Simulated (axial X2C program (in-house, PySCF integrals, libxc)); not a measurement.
InP⁺: properties at the nuclei

Computed with an axial X2C code built on PySCF integrals: two-component X2C with atomic mean-field Coulomb and Gaunt terms, Gaussian nuclei, basis In dyall-cv3z, P dyall-v3z with contracted cores.

R = 2.908 Å (near the PBE0 minimum at charge 1 of the determinant lowest at the starting distance; the state shown can have its own minimum elsewhere).

Determinant lowest in the PBE0 search, Ω = 3/2 (⟨Sz⟩ = 1.50, ⟨Lz⟩ = 0.00 at PBE0), spin on the atoms In 0.14, P 1.36:

```json
{"level": "PBE0", "Eeff magnitude (GV/cm)": "7.64", "Ws magnitude In (kHz)": "2.99", "A∥/gI In (MHz)": "282", "qzz In (a.u.)": "-1.51", "A∥/gI P (MHz)": "-79.3", "qzz P (a.u.)": "0.28"}
{"level": "HF", "Eeff magnitude (GV/cm)": "11.9", "Ws magnitude In (kHz)": "4.67", "A∥/gI In (MHz)": "57.6", "qzz In (a.u.)": "-1.43", "A∥/gI P (MHz)": "-68.9", "qzz P (a.u.)": "0.27"}
{"level": "BHandHLYP", "Eeff magnitude (GV/cm)": "8.41", "Ws magnitude In (kHz)": "3.3", "A∥/gI In (MHz)": "259", "qzz In (a.u.)": "-1.48", "A∥/gI P (MHz)": "-43.7", "qzz P (a.u.)": "0.30"}
{"level": "LDA", "Eeff magnitude (GV/cm)": "6.24", "Ws magnitude In (kHz)": "2.44", "A∥/gI In (MHz)": "356", "qzz In (a.u.)": "-1.57", "A∥/gI P (MHz)": "-39.3", "qzz P (a.u.)": "0.26"}
{"level": "PBE50", "Eeff magnitude (GV/cm)": "8.93", "Ws magnitude In (kHz)": "3.49", "A∥/gI In (MHz)": "239", "qzz In (a.u.)": "-1.51", "A∥/gI P (MHz)": "-77", "qzz P (a.u.)": "0.30"}
```

Determinant 1.30 eV from it at PBE0 and this distance, Ω = 1/2 (⟨Sz⟩ = 0.50, ⟨Lz⟩ = 0.00 at PBE0), spin on the atoms In 0.12, P 0.38:

```csv
level,Eeff magnitude (GV/cm),Ws magnitude In (kHz),A∥/gI In (MHz),qzz In (a.u.),A∥/gI P (MHz),qzz P (a.u.)
PBE0,8.69,10.1,1220,-1.50,175,0.13
HF,14.4,16.9,434,-1.60,81.7,0.07
BHandHLYP,9.32,10.9,988,-1.46,177,0.12
LDA,7.18,8.34,1590,-1.50,218,0.08
PBE50,10.2,11.9,1050,-1.56,153,0.16
```

Eeff is the effective electric field on the electron electric dipole moment in this Ω state and Ws the scalar–pseudoscalar constant of the nucleus named (defined with the proton number Z and per Ω); A∥ (defined per Ω) follows by multiplying with gI = μI/(I μN); qzz is the electric field gradient, eQq0 = 234.96 MHz × Q/barn × qzz. The operators were transformed with the bare-nucleus X2C matrices; with these basis sets, hyperfine constants and field gradients can be off by tens of per cent, and where levels differ in sign neither size nor sign is settled.

Task: With Q(115In) = 0.772 barn (Q from Pyykkö, Mol. Phys. 2018), turn the PBE0 values of the first state into constants in MHz.

Result: eQq0(115In) = 234.96 × (0.772) × (-1.51) = -274 MHz.

Each state is one determinant with collinear spin, which with several unpaired electrons need not be a pure state. Unrestricted Hartree–Fock can overshoot spin polarisation at the nuclei. This is the top spin component of a Σ state; components of lower Ω are not single determinants and can lie lower. With several open shells hyperfine constants can be off by a factor of several. Where Eeff spreads by more than a factor of two the levels disagree and none is to be relied on. The search compared states at one distance, so a state with another bond length can lie lower. Further determinants of the search, some of them spin-mixed, are not shown. Where a field gradient or hyperfine factor spreads by more than a factor of two over the levels, a constant derived from it is not to be relied on. PBE0 term energies can be off by some tenths of an eV.
